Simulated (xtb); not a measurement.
C4H9O2, doublet, geometry from GFN2-xTB; GFN1-xTB (xtb).

The xtb input:
```
$ xtb mol.xyz --gfn 1 --uhf 1 --hess --json

# file mol.xyz
15

C      2.44429592    -1.02503628    -0.30093565
O      1.31720491    -0.30874313    -0.56583977
C      0.46397681    -0.08288066     0.52738845
C     -0.78368637     0.65746024     0.03894765
C     -1.61108653    -0.22008434    -0.89623149
O     -1.50290815     1.02973766     1.19642637
H      2.49044820    -1.62960395     0.58697247
H      3.00838206    -1.27513126    -1.17673703
H      0.96317964     0.52974000     1.29056499
H      0.16839632    -1.03268951     0.99436903
H     -0.45232858     1.55679033    -0.50523325
H     -1.98942224    -1.08474277    -0.35488689
H     -2.45322875     0.33792816    -1.30164553
H     -0.98643999    -0.55931603    -1.71727797
H     -2.34435957     1.41231493     0.92416785
```

Write the output that xtb gives for this input, abridged.


```
   ID    Z sym.   atoms
    1    6 C      1, 3-5
    2    8 O      2, 6
    3    1 H      7-15

           -------------------------------------------------
          |                Calculation Setup                |
           -------------------------------------------------

           -------------------------------------------------
          |                 G F N 1 - x T B                 |
           -------------------------------------------------

          ...................................................
          :                      SETUP                      :
          :.................................................:
          :  # basis functions                  42          :
          :  # atomic orbitals                  42          :
          :  # shells                           30          :
          :  # electrons                        37          :
          :  # halogen bonds                     0          :
          :  max. iterations                   250          :
          :  Hamiltonian                  GFN1-xTB          :
          :  restarted?                      false          :
          :  GBSA solvation                  false          :
          :  PC potential                    false          :
          :  electronic temp.          300.0000000     K    :
          :  accuracy                    1.0000000          :
          :  -> integral cutoff          0.2500000E+02      :
          :  -> integral neglect         0.1000000E-07      :
          :  -> SCF convergence          0.1000000E-05 Eh   :
          :  -> wf. convergence          0.2000000E-04 e    :
          :  Broyden damping             0.4000000          :
          :  net charge                          0          :
          :  unpaired electrons                  1          :
          ...................................................

 iter      E             dE          RMSdq      gap      omega  full diag
   1    -22.7884824 -0.227885E+02  0.743E+00    4.37       0.0  T
   2    -22.8302737 -0.417913E-01  0.447E+00    4.78       1.0  T
   3    -22.8309579 -0.684170E-03  0.663E-01    5.12       1.0  T
   4    -22.8317191 -0.761193E-03  0.689E-02    4.99       1.0  T
   5    -22.8317472 -0.281676E-04  0.181E-02    4.98       1.4  T
   6    -22.8317486 -0.132999E-05  0.309E-03    4.97       8.4  T
   7    -22.8317486 -0.484983E-07  0.810E-04    4.97      31.9  T
   8    -22.8317486 -0.282754E-08  0.984E-05    4.98     262.5  T
[...]
         :: total energy             -22.630606651805 Eh    ::
[...]
       5    298.89    -0.42430 ( 99.92%)    -0.52677 (  0.08%)    -0.42438
   ------------------------------------------------------------------------

   temp. (K)  partition function   enthalpy   heat capacity  entropy
                                   cal/mol     cal/K/mol   cal/K/mol   J/K/mol
 298.15  VIB   38.3                 2869.207     19.194     16.843
         ROT  0.172E+06              888.752      2.981     26.937
         INT  0.659E+07             3757.960     22.175     43.780
         TR   0.814E+27             1481.254      4.968     39.357
         TOT                        5239.2137    27.1428    83.1362   347.8417

       T/K    H(0)-H(T)+PV         H(T)/Eh          T*S/Eh         G(T)/Eh
   ------------------------------------------------------------------------
    298.15    0.834922E-02    0.131421E+00    0.395007E-01    0.919201E-01
   ------------------------------------------------------------------------

         :::::::::::::::::::::::::::::::::::::::::::::::::::::
         ::                  THERMODYNAMIC                  ::
         :::::::::::::::::::::::::::::::::::::::::::::::::::::
         :: total free energy         -22.538686585004 Eh   ::
         ::.................................................::
         :: total energy              -22.630606651806 Eh   ::
         :: zero point energy           0.123071525219 Eh   ::
         :: G(RRHO) w/o ZPVE           -0.031151458416 Eh   ::
         :: G(RRHO) contrib.            0.091920066802 Eh   ::
         :::::::::::::::::::::::::::::::::::::::::::::::::::::
imag cut-off (cm-1) :    5.00
 found            2  significant imaginary frequencies
 writing imag mode distorted coords to xtbhess.xyz
 for further optimization.

           -------------------------------------------------
          | TOTAL ENERGY              -22.630606651806 Eh   |
          | TOTAL ENTHALPY            -22.499185908049 Eh   |
          | TOTAL FREE ENERGY         -22.538686585004 Eh   |
          | GRADIENT NORM               0.015715352283 Eh/α |
          | HOMO-LUMO GAP               4.974976532971 eV   |
           -------------------------------------------------
########################################################################
[WARNING] Runtime exception occurred
-1- hessian_numhess: Hessian on incompletely optimized geometry!
########################################################################

normal termination of xtb
```
